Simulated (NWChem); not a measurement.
C$_{3}$H$_{3}$BO$_{3}$; SMILES C=C1B(O)OC1=O

```xyz
10

C     -2.0765     0.6210     0.0000
C     -0.8182     0.1808     0.0000
B      0.1538    -1.0430     0.0000
O      0.1006    -2.3842     0.0000
O      1.2972    -0.2148     0.0000
C      0.4717     0.9515     0.0000
O      0.8533     2.0818     0.0000
H     -2.3008     1.6859     0.0000
H     -2.9220    -0.0622     0.0000
H      0.9820    -2.7905     0.0000
```
Atoms are numbered in this order, from 1.

Program: NWChem. Coordinates come from a B3LYP/6-31G* (spherical d) optimisation.

**Question.** Estimate the computed values for PBE/def2-TZVP. Quantities: highest occupied level (eV); orbital gap (eV); dipole (D).

**Answer.** 
```yaml
highest occupied level (eV): -6.69
orbital gap (eV): 3.67
dipole (D): 2.97
```
